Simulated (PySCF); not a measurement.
C3HBrO.
Bonds: O1–C2 (double), C2–C3, C3–C4 (double), C4–Br5, C2–C4. Hydrogens: H6 on C3.

Method: PySCF, PBE0-D3(BJ)/def2-SVP geometry optimisation, gas phase; density fitting, grid level 1; the optimiser is geomeTRIC in internal coordinates, started from a GFN2-xTB structure with every atom displaced at random (about 0.01 Å).

Step 1: E = -75191.3165 eV
```
atom  x, y, z in Å  |  force x, y, z in eV/Å
O1     -0.8105    1.7297    0.9013    0.423  -0.080  -0.328
C2     -0.3008    0.7640    0.4091   -0.962   0.255   0.704
C3      0.4242   -0.4667    0.5551   -1.569  -1.333   0.637
C4     -0.1181   -0.1858   -0.6441    1.844   0.939  -0.923
Br5     0.2026   -0.5342   -2.4423   -0.574  -0.296   0.090
H6      0.6271   -1.3378    1.2027    0.838   0.516  -0.179
```

Step 2: E = -75191.5941 eV
```
atom  x, y, z in Å  |  force x, y, z in eV/Å
O1     -0.8076    1.7438    0.9108    0.240  -0.078  -0.248
C2     -0.3224    0.7666    0.4239   -0.405  -0.179   0.251
C3      0.3652   -0.4929    0.5646   -1.081  -0.538   0.197
C4     -0.0648   -0.1487   -0.6618    1.088   0.699  -0.243
Br5     0.1940   -0.5614   -2.4508   -0.350  -0.142   0.109
H6      0.6601   -1.3382    1.1950    0.507   0.238  -0.066
```

Task: Estimate the geometry and energy of step 3. (The exact step hangs on the optimiser's Hessian estimate; all steps are aligned on step 2, rigid shifts and turns removed.)

Result: E = -75191.7172 eV, largest force 0.520 eV/Å
```
atom  x, y, z in Å  |  force x, y, z in eV/Å
O1     -0.8012    1.7498    0.8962   -0.023   0.144   0.023
C2     -0.3385    0.7564    0.4307   -0.071  -0.099   0.064
C3      0.3154   -0.5186    0.5736   -0.502  -0.104  -0.078
C4     -0.0185   -0.1160   -0.6658    0.513   0.077   0.028
Br5     0.1788   -0.5659   -2.4434   -0.142  -0.051  -0.038
H6      0.6885   -1.3365    1.1904    0.224   0.033   0.002
```

The energy changes by -0.1231 eV. The first-order estimate −F·Δx gives -0.1804 eV and the mean of the old and new forces, exact on a quadratic surface, -0.1226 eV. The step makes an angle of 12° with the force vector and moves no atom by more than 0.057 Å.

What follows is the cost of the whole optimisation. Hardware: Arm Neoverse N1, one thread, shared host. Cost: 36 s wall, 0.39 GiB resident at most.
